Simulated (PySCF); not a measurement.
Sn(H)(Cl)2(Me) (CH4Cl2Sn), SMILES [Cl][SnH]([CH3])[Cl].

Geometry optimised at r2SCAN-D4/def2-SVP. The structure was generated by enumeration; whether it is a known compound was not checked. The def2 effective core potentials stand for the cores of Sn; spin–orbit coupling is left out.

Calculation: M06-2X/def2-TZVP run with PySCF.

Gas-phase values at a fixed geometry.

* **total energy**: -1175.23266 hartree
* **point group**: Cs
* **highest occupied level**: -9.85 eV
* **lowest empty level**: -0.19 eV
* **orbital gap**: 9.66 eV
* **dipole moment**: 3.61 D
* **quadrupole, principal values (traceless, Buckingham form, about the centre of nuclear charge)**: -7.18, 2.59, 4.59 D·Å
* **mean static polarisability**: 73.3 bohr³ (10.86 Å³)
* **polarisability, principal values**: 64.5, 76.0, 79.2 bohr³
